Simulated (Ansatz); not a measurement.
`CBC[SiH2]C` + `OC=S` → `CBCC(O)=S` + `C[SiH3]`  (formal exchange of groups at a C–Si bond)

Calculated with Ansatz (gas phase, PBE0-D4/def2-TZVP geometries, no zero-point term in ΔE). CCSD(T)/CBS adds triple-zeta CCSD(T) − MP2 to the extrapolated MP2 energy (def2 sets, frozen cores). This one scheme is used for every species. DFT in def2-TZVPP. B3LYP here is the variant with VWN-RPA as its local correlation; programs differ in this. One conformer a species, not always the lowest.

`CBC[SiH2]C`:

Cartesian coordinates in Å:
```
C -1.338 1.440 -1.772
B -1.100 -0.030 -1.304
C -0.790 -0.412 0.157
Si 1.087 -0.379 0.382
C 1.549 -0.842 2.135
H -0.721 1.690 -2.642
H -1.193 2.201 -1.002
H -2.373 1.516 -2.133
H -1.121 -0.901 -2.135
H -1.088 -1.430 0.428
H -1.175 0.301 0.895
H 1.726 -1.326 -0.573
H 1.599 0.986 0.072
H 1.197 -1.848 2.376
H 2.634 -0.821 2.266
H 1.106 -0.145 2.850
```

`OC=S`:

Z-matrix (Å, degrees):
```
C
O 1 1.332
S 1 1.605 2 123.8
H 1 1.094 2 113.9 3 180.0
H 2 0.965 1 110.0 3 -180.0
```

`CBCC(O)=S`:

Z-matrix (Å, degrees):
```
C
B 1 1.549
H 1 1.102 2 105.1
H 1 1.092 2 113.8 3 114.7
H 1 1.092 2 115.0 3 -116.9
C 2 1.565 1 122.7 3 101.1
H 2 1.208 1 118.7 3 -79.6
C 6 1.499 2 117.6 1 -149.2
H 6 1.089 2 113.9 1 -18.4
H 6 1.109 2 101.3 1 94.9
O 8 1.333 6 115.2 2 -46.9
S 8 1.622 6 123.9 2 133.3
H 11 0.968 8 109.5 6 8.4
```

`C[SiH3]`:

Z-matrix (Å, degrees):
```
C
Si 1 1.871
H 1 1.092 2 110.8
H 1 1.092 2 110.8 3 -120.0
H 1 1.092 2 110.8 3 120.0
H 2 1.488 1 110.7 3 -179.9
H 2 1.488 1 110.7 3 -59.9
H 2 1.488 1 110.7 3 60.1
```

```tsv
level	ΔE (kcal/mol)
B3LYP	6.5
HF/def2-TZVPP	5.2
MP2/def2-TZVPP	7.2
MP2/CBS(def2)	7.3
```

Q: What does CCSD(T)/CBS give? (Best estimate.)

A: Ansatz gave: +7.0 kcal/mol. The listed levels differ from it by -0.5, -1.8, 0.2, 0.3 kcal/mol.

Largest T1 diagnostic among the species: 0.018.

In def2-TZVPP, CCSD(T) changes the Hartree–Fock value by +1.7 kcal/mol (the triples alone add +0.0 kcal/mol) and MP2 by +2.0 kcal/mol.
